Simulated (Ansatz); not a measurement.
Ca2O3H2. The state is a singlet with charge 0. Geometry B3LYP-D4/def2-SVP, basis def2-TZVP, Ansatz.

```tsv
atom	x (Å)	y (Å)	z (Å)
Ca1	0.123	-1.372	-0.101
Ca2	-1.032	1.704	0.225
O3	0.309	0.685	-1.190
O4	-0.535	0.099	1.321
O5	1.224	1.178	-0.112
H6	-0.882	-2.994	-0.863
H7	0.793	0.701	0.721
```

```tsv
run	HOMO (eV)	LUMO (eV)
A	-5.11	-1.96
B	-4.34	-2.35
C	-4.19	-1.87
D	-4.06	-2.50
E	-7.33	-1.29
```

The structure holds 1 bond(s) between oxygen atoms. Another isomer (singlet) lies 4.69 eV lower at PBE0-D4/def2-TZVP; other spin states weren't run for this one.

Problem. The runs used B97M-V, PBE, PBE0, r2SCAN, ωB97M-V. Estimate which is which.

Solution. A PBE0 (25 % exact exchange); B B97M-V (0 % exact exchange); C r2SCAN (0 % exact exchange); D PBE (0 % exact exchange); E ωB97M-V (range-separated). Exact exchange lowers occupied and raises empty levels; among semilocal functionals meta-GGAs tend to open the gap a little, and such runs are hard to tell apart. The gap grows from 1.57 eV (PBE) to 6.04 eV (ωB97M-V).
